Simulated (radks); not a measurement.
All-electron atom: Eu+ in [Xe] 4f7 6s1. All-electron calculation, Dirac Kohn-Sham, PBE, spin-unpolarised, spherical densities, finite nucleus; open shells are shared between the two j in proportion to 2j + 1; Fermi nuclear charge, rms radius 5.1115 fm. Program: a radial shooting solver on a logarithmic mesh with Libxc functionals. Some entries of the table are withheld. Estimate them.

orbital  occ.  eigenvalue (hartree)  r(max) (bohr)
1s1/2       2             -1775.710            (1)
2s1/2       2             -291.6487        0.08072
2p1/2       2                   (2)        0.06107
2p3/2       4                   (3)        0.06680
3s1/2       2             -64.35393         0.2291
3p1/2       2             -57.90126            (4)
3p3/2       4             -53.04661            (5)
3d3/2       4             -41.87552         0.1818
3d5/2       6             -40.81921         0.1852
4s1/2       2                   (6)         0.5278
4p1/2       2             -10.46373            (7)
4p3/2       4              -9.39286            (8)
4d3/2       4              -5.28822         0.5685
4d5/2       6              -5.09611         0.5770
5s1/2       2              -1.86790          1.235
5p1/2       2              -1.20070          1.351
5p3/2       4              -1.06100          1.429
4f5/2       3              -0.33958         0.5899
4f7/2       4              -0.31688         0.5950
6s1/2       1              -0.31325          3.383

Answer. 
(1) 1s1/2 r(max) (bohr): 0.01420
(2) 2p1/2 eigenvalue (hartree): -276.7166
(3) 2p3/2 eigenvalue (hartree): -252.9022
(4) 3p1/2 r(max) (bohr): 0.2162
(5) 3p3/2 r(max) (bohr): 0.2283
(6) 4s1/2 eigenvalue (hartree): -12.95687
(7) 4p1/2 r(max) (bohr): 0.5328
(8) 4p3/2 r(max) (bohr): 0.5587
